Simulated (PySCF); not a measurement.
Magnetic susceptibility: SMILES C#C[b-]1ccccc1Br, [C₇H₅BBr]-, charge -1

Molfile (atoms numbered from 1):
```
C7H5BBr
     RDKit          3D

 14 14  0  0  0  0  0  0  0  0999 V2000
    3.4796   -0.3332   -0.3290 C   0  0  0  0  0  0  0  0  0  0  0  0
    2.2832   -0.2461   -0.2192 C   0  0  0  0  0  0  0  0  0  0  0  0
    0.7684   -0.1228   -0.0811 B   0  0  0  0  0  0  0  0  0  0  0  0
   -0.1664   -1.3002   -0.1712 C   0  0  0  0  0  0  0  0  0  0  0  0
   -1.5276   -1.1342   -0.0397 C   0  0  0  0  0  0  0  0  0  0  0  0
   -2.1004    0.1144    0.1827 C   0  0  0  0  0  0  0  0  0  0  0  0
   -1.3169    1.2563    0.2819 C   0  0  0  0  0  0  0  0  0  0  0  0
    0.0507    1.1698    0.1589 C   0  0  0  0  0  0  0  0  0  0  0  0
    0.9959    2.8980    0.3264 Br  0  0  0  0  0  0  0  0  0  0  0  0
    4.5282   -0.4059   -0.4220 H   0  0  0  0  0  0  0  0  0  0  0  0
    0.1888   -2.3179   -0.3413 H   0  0  0  0  0  0  0  0  0  0  0  0
   -2.1972   -1.9935   -0.1087 H   0  0  0  0  0  0  0  0  0  0  0  0
   -3.1782    0.2051    0.2820 H   0  0  0  0  0  0  0  0  0  0  0  0
   -1.8087    2.2098    0.4579 H   0  0  0  0  0  0  0  0  0  0  0  0
  1  2  3  0
  2  3  1  0
  3  4  2  0
  4  5  1  0
  5  6  2  0
  6  7  1  0
  7  8  2  0
  8  9  1  0
  8  3  1  0
  1 10  1  0
  4 11  1  0
  5 12  1  0
  6 13  1  0
  7 14  1  0
M  CHG  1   3  -1
M  END
```

The calculation used GIAO BHandHLYP/aug-pcSseg-1 magnetisability, rotational g tensor and spin-rotation constants, non-relativistic, gas phase in PySCF. Geometry: GFN2-xTB.

The calculation is non-relativistic, which matters for the atoms heavier than Zn. For an ion the centre-of-mass motion in the field is neglected.

(1) What are the magnetisability and the molar susceptibility?

(2) Split it along the inertial axes a, b, c into diamagnetic and paramagnetic parts about the centre of mass, with the quadrupole moment.

(3) And the rotational g tensor?

Answers

(1) Isotropic -1723 × 10⁻³⁰ J/T², or -103.7 × 10⁻⁶ cm³/mol; principal values -2307, -1489, -1372 × 10⁻³⁰ J/T², anisotropy 883 × 10⁻³⁰ J/T² (root of half the summed squared differences of the principal values). The susceptibility is in cgs units.

(2) 
| axis | χ (10⁻⁶ cm³/mol) | diamagnetic (10⁻⁶ cm³/mol) | paramagnetic (10⁻⁶ cm³/mol) | summed x² of all electrons (Å²) | quadrupole Θ (D Å) |
| --- | --- | --- | --- | --- | --- |
| a | -87.3 | -919.8 | 832.6 | 292.0 | -8.51 |
| b | -85.0 | -1304.9 | 1219.9 | 201.2 | +1.85 |
| c | -138.9 | -2092.5 | 1953.6 | 15.6 | +6.66 |

Anisotropies 2χaa − χbb − χcc = +49.4 and 2χbb − χaa − χcc = +56.2 × 10⁻⁶ cm³/mol. Θ is traceless in Buckingham's convention.

(3) 
| axis | rotational constant (GHz) | g | nuclear part | electronic part |
| --- | --- | --- | --- | --- |
| a | 1.4982 | -0.0336 | 0.5524 | -0.5860 |
| b | 0.9357 | -0.0247 | 0.5116 | -0.5363 |
| c | 0.5760 | -0.0014 | 0.5273 | -0.5286 |

Asymmetric top; isotopes 11B, 79Br, 12C, 1H; no vibrational averaging.
